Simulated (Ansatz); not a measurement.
Species: GeH₂Br, charge 0, doublet. GeH2Br (SMILES [GeH2][Br], doublet).
B3LYP-D3(BJ)/def2-TZVP minimum from Ansatz (a quantum-chemistry and plane-wave program):
```
Ge
H 1 1.5513
H 1 1.5513 2 111.24
Br 1 2.3348 2 106.65 3 -115.93
```
Charge 0, spin multiplicity 2.

Quantity: atomisation energy (electronic, to ground-state atoms), in kcal/mol. Open shells are spin-unrestricted; no spin-orbit coupling. Correlated methods leave the cores frozen (noble-gas shells, and filled d and f shells in the p block). No relativity. CBS(X,Y): correlation extrapolated as X^-3, Hartree-Fock from the larger set (Q,5: extrapolated as (X+1)exp(-9√X)). A bracket is a step between two methods taken in the basis named. Double hybrids freeze cores in their MP2 part. Where a partner has so few electrons that a lower coupled-cluster level is exact, that level stands in. Spin-orbit terms, left out, reach several kcal/mol for Br and I, and more for heavier atoms.

CCSD(T)/CBS(cc-pVQZ,cc-pV5Z) + [CCSDT(Q) - CCSD(T)]/cc-pVTZ + [CCSDTQ - CCSDT(Q)]/cc-pVDZ (Ansatz) gives 207.6 kcal/mol.

Question: How far off this value is PBE/def2-TZVPD (Ansatz), in which direction, and how far these levels: r2SCAN/def2-TZVPD, PBE0/def2-TZVPD, wB97M-V/def2-TZVPD, B2PLYP/def2-TZVPD, CCSD(T)/CBS(cc-pVQZ,cc-pV5Z)?

Answer: PBE gives 206.6 kcal/mol, 1.0 kcal/mol below it. Differences of the others: r2SCAN/def2-TZVPD (Ansatz) 4.0; PBE0/def2-TZVPD (Ansatz) -2.5; wB97M-V/def2-TZVPD (Ansatz) -3.0; B2PLYP/def2-TZVPD (Ansatz) -5.9; CCSD(T)/CBS(cc-pVQZ,cc-pV5Z) (Ansatz) -0.2 kcal/mol.
